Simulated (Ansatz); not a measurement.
Ansatz (a quantum-chemistry and plane-wave program) input (HF/def2-TZVP):

Ansatz 0.2 input:
```yaml
crystal:
  periodic: [false, false, false]
  atoms:
    - {symbol: Cd, position_ang: [-0.00000000, -0.00000000, -0.56714241]}
    - {symbol: S, position_ang: [0.00000000, 0.00000000, 1.70142723]}
basis:
  gaussian:
    orbitals: def2-TZVP
hamiltonian:
  xc: {name: HF}
relax: {f_tol: 0.003, max_steps: 100}
```

End of the output:

```
reference -15357.07672675 eV, -564.3621603076 hartree; 18, 18 occupied and 59, 59 virtual orbitals, 657 factors
relax step   1: F+E_penalty+E_count = -15357.07672675 eV  Δ(F+E_penalty+E_count) = +0.000e0 eV  max|allowed force component| = 2.281e-1 eV/Å  Δτ_max = 0.0000 Å  (56 SCF iters, accepted)
these checks for a lower state are left out or cut short: starts, cluster_reference, orbital_swaps, neighbouring_geometries, increment
integrals: 0.02 GiB planned
657 factors; integrals over basis functions are off by at most 4.0e-4 eV
mean field: 0.15 GiB planned
mean field -15357.07876983 eV, -564.3622353894 hartree, gradient 4.3e-5 eV, S^2 0.000000; 0 other end points of the search recorded, 0 dependent functions left out
the calculation of the forces begins
reference -15357.07876983 eV, -564.3622353894 hartree; 18, 18 occupied and 59, 59 virtual orbitals, 657 factors
relax step   2: F+E_penalty+E_count = -15357.07876983 eV  Δ(F+E_penalty+E_count) = -2.043e-3 eV  max|allowed force component| = 3.752e-2 eV/Å  Δτ_max = 0.0078 Å  (51 SCF iters, accepted)
these checks for a lower state are left out or cut short: starts, cluster_reference, orbital_swaps, neighbouring_geometries, increment
integrals: 0.02 GiB planned
657 factors; integrals over basis functions are off by at most 4.0e-4 eV
mean field: 0.15 GiB planned
mean field evaluation 32: about -15357.0685 eV, gradient 1.3e0 eV
mean field -15357.07882990 eV, -564.3622375968 hartree, gradient 4.3e-5 eV, S^2 0.000000; 0 other end points of the search recorded, 0 dependent functions left out
the calculation of the forces begins
reference -15357.07882990 eV, -564.3622375968 hartree; 18, 18 occupied and 59, 59 virtual orbitals, 657 factors
relax step   3: F+E_penalty+E_count = -15357.07882990 eV  Δ(F+E_penalty+E_count) = -6.007e-5 eV  max|allowed force component| = 9.129e-4 eV/Å  Δτ_max = 0.0016 Å  (51 SCF iters, accepted)
integrals: 0.02 GiB planned
657 factors; integrals over basis functions are off by at most 4.0e-4 eV
mean field: 0.15 GiB planned
mean field evaluation 64: about -15353.0203 eV, gradient 3.6e0 eV
mean field -15357.07882990 eV, -564.3622375968 hartree, gradient 4.3e-5 eV, S^2 0.000000; 1 other end points of the search recorded, 0 dependent functions left out
the calculation of the forces begins
reference -15357.07882990 eV, -564.3622375968 hartree; 18, 18 occupied and 59, 59 virtual orbitals, 657 factors
Total energy: -15357.07882990 eV, -564.3622375968 hartree
Atom 0 at    -0.000000    -0.000000    -0.576479 Å, force     0.000000     0.000000    -0.000913 eV/Å
Atom 1 at     0.000000     0.000000     1.710764 Å, force    -0.000000     0.000000     0.000913 eV/Å
Dipole moment:     0.000000    -0.000000    -1.577888 e Å
```
